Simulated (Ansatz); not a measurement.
Reaction (hydrogenolysis of a Ga–S bond): `[OH][GaH][S][SiH3]` + H₂ → `[OH][GaH2]` + `[SiH3]S`

Isolated molecules relaxed with PBE0-D4/def2-TZVP in Ansatz; ΔE leaves out vibrations. CCSD(T)/CBS is the MP2 limit (def2-TZVPP, def2-QZVPP) plus CCSD(T) − MP2 in def2-TZVPP, frozen cores. This one scheme is used for every species. For Ga outer-core shells are correlated without core-valence functions, which leaves a few kJ/mol of doubt a bond. Scalar relativity is left out up to krypton. Each species was taken in one conformer, which may not be the lowest.

```json
{"species": "`[OH][GaH][S][SiH3]`", "CCSD(T)/CBS(def2) energy (Eh)": "-2689.06132"}
{"species": "H₂", "CCSD(T)/CBS(def2) energy (Eh)": "-1.17544"}
{"species": "`[OH][GaH2]`", "CCSD(T)/CBS(def2) energy (Eh)": "-2000.92981"}
{"species": "`[SiH3]S`", "CCSD(T)/CBS(def2) energy (Eh)": "-689.27336"}
```

**Question.** Work out ΔE.

**Answer.** ΔE = (-2000.92981) + (-689.27336) − (-2689.06132) − (-1.17544) = 0.03359 Eh = +21.1 kcal/mol.

Largest T1 diagnostic among the species: 0.015.

Leaving LDA and LC-ωPBE aside and taking each functional with its dispersion term where it has one, the values, not all of them listed here, spread over 3.3 kcal/mol, from B97M-V to r2SCAN-D4. LDA lies +0.9 kcal/mol from PBE without D4. The D4 term adds +3.5 kcal/mol with B3LYP and +1.9 kcal/mol with PBE0; it sums over pairs of atoms, weighted by their polarisabilities, and B3LYP, whose exchange is more repulsive, gets the larger term. In def2-TZVPP, CCSD(T) changes the Hartree–Fock value by +4.6 kcal/mol (the triples alone add +1.4 kcal/mol) and MP2 by +7.1 kcal/mol.

B3LYP here is the variant with VWN-RPA as its local correlation; programs differ in this.
